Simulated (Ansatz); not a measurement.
Program: Ansatz. Geometries: PBE0-D4/def2-TZVP. ΔE: electronic, gas phase. CCSD(T)/CBS adds triple-zeta CCSD(T) − MP2 to the extrapolated MP2 energy (def2 sets, frozen cores). Functionals use def2-TZVPP. B3LYP here is the variant with VWN-RPA as its local correlation; programs differ in this. One conformer a species, not always the lowest.

Consider the ligand exchange at the Si–C bond: `CCC[SiH2]Cl` + `C=CN[SiH2]Cl` → `C=CN([SiH2]Cl)[SiH2]Cl` + propane.

Problem. Is it downhill or uphill in electronic energy at CCSD(T)/CBS, and by how much? (Estimate.)

Solution. Computed: Downhill: ΔE = -58.2 kJ/mol.

Problem. What do these levels give: PBE-D4, PBE0-D4, B3LYP-D4, ωB97M-V, B2PLYP, PBE, B3LYP, MP2/def2-TZVPP, SCS-MP2/def2-TZVPP, CCSD/def2-TZVPP, HF/CBS(def2), CCSD/CBS(def2)? (Estimate.)

Solution. Ansatz gave: PBE-D4 -48.7, PBE0-D4 -50.9, B3LYP-D4 -57.2, ωB97M-V -54.8, B2PLYP -53.1, PBE -41.7, B3LYP -45.8, MP2/def2-TZVPP -62.3, SCS-MP2/def2-TZVPP -61.0, CCSD/def2-TZVPP -57.5, HF/CBS(def2) -51.7, CCSD/CBS(def2) -56.4 kJ/mol.

Largest T1 diagnostic among the species: 0.011.

In def2-TZVPP, CCSD(T) changes the Hartree–Fock value by −8.2 kJ/mol (the triples alone add −1.8 kJ/mol) and MP2 by −11.2 kJ/mol. The D4 term adds −11.3 kJ/mol with B3LYP and −6.3 kJ/mol with PBE0; it sums over pairs of atoms, weighted by their polarisabilities, and B3LYP, whose exchange is more repulsive, gets the larger term.
